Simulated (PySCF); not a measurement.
**Correlation energy of Li⁻ (lithium, charge -1)**

[He] 2s2, closed-shell 1S. Calculation: PySCF 2.14, in aug-cc-pVQZ with one added diffuse shell each of s, p, d, f, g type (7s6p5d4f3g, 105 functions); no relativity, point nucleus. Frozen: 1s2; 2 electrons correlated.

With two correlated electrons CCSD is exact within the correlated space (frozen core and kept virtual orbitals).

```
level  correlation energy (mhartree)
 CCSD                         -27.17
```

Diagnostics: T1 = 0.059, D1 = 0.0833, largest double amplitude 0.120.

Q: Is a single reference adequate?

A: Not fully. T1 exceeds 0.03, a sign that the reference determinant is poor.
